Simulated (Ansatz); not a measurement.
`C[Si](O)(Cl)Br` + `ClCCl` → `C[SiH](Cl)Br` + `OC(Cl)Cl`  (formal exchange of groups at the Si–O bond)

Program: Ansatz. Geometries: PBE0-D4/def2-TZVP. ΔE: electronic, gas phase. CCSD(T)/CBS adds triple-zeta CCSD(T) − MP2 to the extrapolated MP2 energy (def2 sets, frozen cores). This one scheme is used for every species. Functionals use def2-TZVPP. HSE06 is defined as in plane-wave codes. For Br outer-core shells are correlated without core-valence functions, which leaves a few kJ/mol of doubt a bond. Scalar relativity is left out up to krypton. One conformer a species, not always the lowest.

(1) Is it downhill or uphill in electronic energy at CCSD(T)/CBS, and by how much? (Estimate.)

(2) What do these levels give: B97M-V, r2SCAN0-D4, ωB97X-V, HSE06, RPA@PBE/def2-TZVPP, CCSD/CBS(def2)? (Estimate.)

(3) What do rigid-rotor, harmonic-oscillator terms from PBE0-D4/def2-TZVP frequencies (298.15 K, 1 bar) make of the CCSD(T)/CBS value? (Best estimate.)

Largest T1 diagnostic among the species: 0.010.

Answers

(1) Ansatz gave: Uphill: ΔE = +41.1 kcal/mol.

(2) Ansatz gave: B97M-V 39.9, r2SCAN0-D4 40.1, ωB97X-V 39.2, HSE06 37.9, RPA@PBE/def2-TZVPP 38.9, CCSD/CBS(def2) 41.9 kcal/mol.

(3) Computed: ΔZPE = -0.8 kcal/mol, ΔH = +40.0 kcal/mol, ΔS = 1 J/(mol·K), ΔG = +39.9 kcal/mol.

From PBE to PBE0 (25 % exact exchange), in def2-TZVPP and without D4, ΔE moves by +2.0 kcal/mol. At CCSD(T), def2-SVP lies −7.7 kcal/mol from the extrapolated value and def2-TZVPP −0.8 kcal/mol. Leaving LDA and LC-ωPBE aside and taking each functional with its dispersion term where it has one, the values, not all of them listed here, spread over 5.3 kcal/mol, from PBE-D4 to BHLYP-D4.
